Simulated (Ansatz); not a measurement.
Total energies of `FC(F)(F)c1sc(-c2sc(-c3sc(-c4sc(-c5sc(-c6sc(C(F)(F)F)c7c6OCCO7)c6c5OCCO6)c5c4OCCO5)c4c3OCCO4)c3c2OCCO3)c2c1OCCO2` from Ansatz at PBE-D4/def2-SVP, gas phase (1 Eh = 27.2114 eV = 2625.5 kJ/mol). The reference geometry is relaxed at PBE-D4/def2-SVP.

| state | geometry | energy (Eh) |
| --- | --- | --- |
| charge 0 singlet | reference | -5346.25880 |
| charge 1 doublet | reference | -5346.07107 |
| charge -1 doublet | reference | -5346.30156 |
| free F atom (doublet) | – | -99.53976 |
| free C atom (triplet) | – | -37.75124 |
| free S atom (triplet) | – | -397.80063 |
| free O atom (triplet) | – | -74.91467 |
| free H atom (doublet) | – | -0.49863 |

Single mean-field runs in def2-SVP are fitted with def2-universal-jkfit.

(1) Work out the vertical ionisation energy to the doublet.

(2) Work out the vertical electron affinity, to the doublet.

(3) Give the fundamental gap IE − EA, the Mulliken electronegativity (IE + EA)/2 and the hardness (IE − EA)/2.

(4) What is the binding energy per atom against free atoms?

(1) E(charge 1 doublet) − E(charge 0 singlet) = -5346.07107 − (-5346.25880) = 0.18773 Eh = 5.11 eV. For comparison, −ε of the highest occupied level is 3.79 eV at this level, 1.32 eV less.

(2) E(charge 0 singlet) − E(charge -1 doublet) = -5346.25880 − (-5346.30156) = 0.04276 Eh = 1.16 eV. The basis lacks diffuse functions, which makes affinities too small.

(3) From the values in Eh: IE − EA = 0.18773 − 0.04276 = 0.14497 Eh = 3.94 eV; (IE + EA)/2 = 3.14 eV; (IE − EA)/2 = 1.97 eV. The HOMO–LUMO gap of the same run is 1.44 eV, 2.50 eV smaller than the fundamental gap.

(4) Atoms: 6 × (-99.53976) + 38 × (-37.75124) + 6 × (-397.80063) + 12 × (-74.91467) + 24 × (-0.49863) = -5329.53262 Eh. Binding: -5329.53262 − (-5346.25880) = 16.72618 Eh = 455.14 eV, or 5.29 eV for each of 86 atoms (no zero-point energy, no counterpoise term).

At PBE-D4/def2-SVP the highest occupied level of the charge -1 doublet lies above zero (up to 0.10 eV). By energy differences its removal costs 1.16 eV (vertical, to the charge 0 singlet, at PBE-D4/def2-SVP); self-interaction error and the lack of diffuse functions both raise the level.
